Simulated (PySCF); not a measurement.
C₃H₃BrClF, SMILES C/C(Br)=C(\F)Cl.

Geometry optimised at B3LYP-D3(BJ)/def2-SVP. The structure was generated by enumeration; whether it is a known compound was not checked.

Computed with PBE/def2-TZVP (PySCF).

Symmetry labels are those of the subgroup Cs that the program uses (full group Cs).

Computed valence orbital energies around the gap with their symmetry:
| orbital | symmetry | energy (eV) |
|---|---|---|
| HOMO−7 | A' | -10.52 |
| HOMO−6 | A' | -9.92 |
| HOMO−5 | A' | -9.59 |
| HOMO−4 | A" | -8.91 |
| HOMO−3 | A' | -8.28 |
| HOMO−2 | A" | -7.84 |
| HOMO−1 | A' | -7.09 |
| HOMO | A" | -5.91 |
| LUMO | A' | -1.43 |
| LUMO+1 | A" | -1.20 |
| LUMO+2 | A' | -0.25 |
| LUMO+3 | A' | 0.56 |
